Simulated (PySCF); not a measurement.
Ionisation energy of Si(2+) by level of theory

Si(2+) [Ne] 3s2 (1S) → Si(3+) [Ne] 3s1 (2S), as a difference of total energies. Computed with PySCF 2.14 in def2-TZVPPD, with the non-relativistic Hamiltonian (point nucleus). Correlated levels: valence: [Ne] frozen; valence and next inner shell: 1s2 frozen. The calculations carry no spin-orbit coupling.

```json
{"method": "UHF", "ionisation energy (eV)": "31.978", "error (eV)": "-1.515"}
{"method": "LDA", "ionisation energy (eV)": "33.554", "error (eV)": "+0.061"}
{"method": "PBE", "ionisation energy (eV)": "33.419", "error (eV)": "-0.074"}
{"method": "PBE0", "ionisation energy (eV)": "33.281", "error (eV)": "-0.212"}
{"method": "r2SCAN", "ionisation energy (eV)": "32.886", "error (eV)": "-0.607"}
{"method": "M06-2X", "ionisation energy (eV)": "33.684", "error (eV)": "+0.191"}
{"method": "M06-L", "ionisation energy (eV)": "33.306", "error (eV)": "-0.187"}
{"method": "B3LYP", "ionisation energy (eV)": "33.570", "error (eV)": "+0.077"}
{"method": "M06", "ionisation energy (eV)": "33.509", "error (eV)": "+0.016"}
{"method": "MP2 (valence)", "ionisation energy (eV)": "32.846", "error (eV)": "-0.647"}
{"method": "SCS-MP2 (valence)", "ionisation energy (eV)": "33.019", "error (eV)": "-0.474"}
{"method": "MP2 (valence and next inner shell)", "ionisation energy (eV)": "33.073", "error (eV)": "-0.420"}
{"method": "SCS-MP2 (valence and next inner shell)", "ionisation energy (eV)": "33.197", "error (eV)": "-0.296"}
```

Reference: 33.493 eV (measured; NIST Atomic Spectra Database, ionization energies).

Errors of the correlated levels include the incompleteness of this basis and the frozen core.

MP2 underrates the near-degeneracy of ns² with np² in the lower species.
